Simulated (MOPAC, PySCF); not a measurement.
C5H6, SMILES `C#CCC=C` (C–C–C–C torsion 125°), neutral singlet in the gas phase. 

Cartesian coordinates (Å):
```xyz
11

C      2.6140    -0.3255    -0.3425
C      1.5535     0.0297     0.0923
C      0.2571     0.4414     0.6104
C     -0.8639    -0.4220     0.1087
C     -1.9356     0.0408    -0.5144
H      3.5552    -0.6364    -0.7292
H      0.2918     0.3964     1.7063
H      0.0691     1.4864     0.3455
H     -0.7541    -1.4885     0.2865
H     -2.0625     1.1000    -0.7157
H     -2.7246    -0.6224    -0.8480
```
Charge 0, spin multiplicity 1.

All levels are single points at this geometry (PBE0-D3(BJ)/def2-TZVP); Pople sets use spherical d functions. Orbital energies aren't observables, and empty levels follow the basis.

| level | HOMO (eV) | LUMO (eV) | gap (eV) | dipole (D) | vertical IE, Delta-SCF (eV) |
|---|---|---|---|---|---|
| M06-2X/def2-TZVP in PySCF | -8.85 | 0.99 | 9.83 | 0.58 | 9.97 |
| B3LYP/3-21G in PySCF | -7.12 | 0.50 | 7.63 | 0.53 | – |
| B3LYP/6-311+G** in PySCF | -7.40 | -0.30 | 7.10 | 0.60 | – |
| B3LYP/6-31G* in PySCF | -6.99 | 0.42 | 7.42 | 0.49 | 9.30 |
| AM1 in MOPAC | -10.29 | 1.18 | 11.47 | 0.29 | – |
| PM7 in MOPAC | -10.45 | 0.89 | 11.34 | 0.66 | – |
